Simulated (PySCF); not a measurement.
**V (vanadium, neutral) across methods**

[Ar] 3d3 4s1 4p1, one real determinant (an excited configuration). All numbers are calculated (PySCF 2.14, no relativity, point nucleus, in aug-cc-pVTZ with one added diffuse shell each of s, p, d, f, g type (9s8p6d4f3g, 118 functions)). The B2PLYP total includes its PT2 part (frozen core); its orbital energies are those of the SCF part.

```json
{"method": "r2SCAN0", "E (hartree)": "-943.797", "mean ε 3d α (eV)": "-9.784", "mean ε 4s α (eV)": "-6.785", "mean ε 4p α (eV)": "-3.146", "Σ⟨r²⟩ (bohr²)": "50.67", "⟨S²⟩": "8.751"}
{"method": "r2SCAN", "E (hartree)": "-943.810", "mean ε 3d α (eV)": "-7.331", "mean ε 4s α (eV)": "-5.835", "mean ε 4p α (eV)": "-2.414", "Σ⟨r²⟩ (bohr²)": "50.67", "⟨S²⟩": "8.751"}
{"method": "PBE", "E (hartree)": "-943.588", "mean ε 3d α (eV)": "-7.625", "mean ε 4s α (eV)": "-5.876", "mean ε 4p α (eV)": "-2.485", "Σ⟨r²⟩ (bohr²)": "51.59", "⟨S²⟩": "8.750"}
{"method": "UHF", "E (hartree)": "-942.85536", "mean ε 3d α (eV)": "-14.994", "mean ε 4s α (eV)": "-8.702", "mean ε 4p α (eV)": "-4.893", "Σ⟨r²⟩ (bohr²)": "52.03", "⟨S²⟩": "8.752"}
{"method": "BP86", "E (hartree)": "-943.944", "mean ε 3d α (eV)": "-7.705", "mean ε 4s α (eV)": "-6.006", "mean ε 4p α (eV)": "-2.559", "Σ⟨r²⟩ (bohr²)": "51.21", "⟨S²⟩": "8.750"}
{"method": "LDA", "E (hartree)": "-941.655", "mean ε 3d α (eV)": "-7.666", "mean ε 4s α (eV)": "-6.050", "mean ε 4p α (eV)": "-2.495", "Σ⟨r²⟩ (bohr²)": "51.29", "⟨S²⟩": "8.750"}
{"method": "PBE0", "E (hartree)": "-943.631", "mean ε 3d α (eV)": "-9.002", "mean ε 4s α (eV)": "-6.552", "mean ε 4p α (eV)": "-3.005", "Σ⟨r²⟩ (bohr²)": "51.13", "⟨S²⟩": "8.751"}
{"method": "B2PLYP", "E (hartree)": "-943.576", "mean ε 3d α (eV)": "-11.460", "mean ε 4s α (eV)": "-7.310", "mean ε 4p α (eV)": "-3.606", "Σ⟨r²⟩ (bohr²)": "51.79", "⟨S²⟩": "8.751"}
```

⟨L²⟩ = 13.84 against 20 for a pure G term, so this real determinant mixes terms.
